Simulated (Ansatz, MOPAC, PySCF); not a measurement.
Noncovalent pair: HCl (SMILES Cl) (first 2 atoms) with HBr (SMILES Br); geometry from B3LYP-D3(BJ)/def2-TZVP, rigid monomers moved along the line of their centres of mass till Cl1···H4 is 4.56 Å.
(charge 0, multiplicity 1):
```xyz
4

Cl     0.535    -0.466    -0.226
H      0.800     0.786    -0.124
Br    -0.011    -0.248     5.705
H      0.067    -0.531     4.305
```

Monomers are frozen at their geometry in the pair; levels with a basis set take the counterpoise correction. Rows marked so take none.

Frozen-core correlation. Filled d and f shells under p-block atoms count as core. CBS: X⁻³ extrapolation of the correlation energy, Hartree–Fock from the larger set. Rows in 3-21G, 6-31G* carry no dispersion term and start afresh at each structure (6-31G* with six Cartesian d functions); the Pople sets are all-electron and without relativity. MP2/6-31G* freezes PySCF's default core, which leaves 3d correlated. The state that PM3, PM6, PM7 reach isn't checked; PM7 holds dispersion and hydrogen-bond terms.

Codes used: Ansatz (Gaussian orbitals); MOPAC for PM3, PM6, PM7 (differences of heats of formation); PySCF for 3-21G rows, 6-31G* rows, the dispersion terms. 

Other levels give for the interaction energy: PBE/def2-TZVPPD -1.0; B3LYP/def2-TZVPPD -0.7; B3LYP-D3(BJ)/def2-TZVPPD -1.2; wB97M-V/def2-TZVPPD -1.2; CCSD(T)/CBS(def2-TZVPPD, def2-QZVPPD) -1.2 kJ/mol.

Common cheap choices:

```json
[
 {"level": "PM3", "interaction energy (kJ/mol)": "-0.4", "less -1.2 (CCSD(T)/CBS(def2-TZVPPD, def2-QZVPPD))": "0.8"},
 {"level": "PM6", "interaction energy (kJ/mol)": "-0.7", "less -1.2 (CCSD(T)/CBS(def2-TZVPPD, def2-QZVPPD))": "0.5"},
 {"level": "PM7", "interaction energy (kJ/mol)": "-1.2", "less -1.2 (CCSD(T)/CBS(def2-TZVPPD, def2-QZVPPD))": "0.0"},
 {"level": "HF/6-31G* (no counterpoise)", "interaction energy (kJ/mol)": "-1.0", "less -1.2 (CCSD(T)/CBS(def2-TZVPPD, def2-QZVPPD))": "0.2"},
 {"level": "B3LYP/3-21G (no counterpoise)", "interaction energy (kJ/mol)": "-0.7", "less -1.2 (CCSD(T)/CBS(def2-TZVPPD, def2-QZVPPD))": "0.5"},
 {"level": "B3LYP/6-31G*", "interaction energy (kJ/mol)": "-0.8", "less -1.2 (CCSD(T)/CBS(def2-TZVPPD, def2-QZVPPD))": "0.4"},
 {"level": "M06-2X/6-31G* (no counterpoise)", "interaction energy (kJ/mol)": "-1.2", "less -1.2 (CCSD(T)/CBS(def2-TZVPPD, def2-QZVPPD))": "0.0"},
 {"level": "MP2/6-31G*", "interaction energy (kJ/mol)": "-1.1", "less -1.2 (CCSD(T)/CBS(def2-TZVPPD, def2-QZVPPD))": "0.1"}
]
```

Ansatz is a program for electronic structure.
